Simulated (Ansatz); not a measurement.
`O=C=[N][In]([Cl])[Cl]`. Charge 0, multiplicity 1. In takes the def2 core potential.

```xyz
6

O    -0.2502    2.7497   -0.9878
C     0.1679    1.6998   -0.7088
N     0.6786    0.6362   -0.4529
In    0.0330   -1.0585    0.3995
Cl    1.5037   -2.7953    0.6139
Cl   -2.1331   -1.2319    1.1360
```

Task: List the harmonic frequencies (cm⁻¹, unscaled) at PBE0-D4/def2-TZVP in Ansatz. (Estimate.)

Result: Ansatz gave: 38, 46, 88, 114, 136, 363, 402, 464, 646, 678, 1421, 2336.

Task: Is this a minimum?

Result: Yes, all 12 modes are real.

Task: Give the ideal-gas thermochemistry at 298.15 K and 1 bar (rigid rotor, harmonic oscillator; point group Cs, symmetry number 1).

Result: Zero-point energy 40.3 kJ/mol; H(298) − E = 63.3 kJ/mol; entropy 400.9 J/(mol·K), of which translation 176.6, rotation 125.4, vibration 98.9; G(298) − E = -56.2 kJ/mol. Modes under 100 cm⁻¹ are hindered rotations or soft bends, so the harmonic entropy is rough.

Task: And at 400, 500, 600, 800 and 1000 K?

Result: 
| T (K) | H − E (kJ/mol) | S (J/mol/K) | G − E (kJ/mol) |
| --- | --- | --- | --- |
| 400 | 73.9 | 431.4 | -98.6 |
| 500 | 84.9 | 455.9 | -143.0 |
| 600 | 96.3 | 476.6 | -189.7 |
| 800 | 120.0 | 510.6 | -288.5 |
| 1000 | 144.4 | 537.9 | -393.5 |
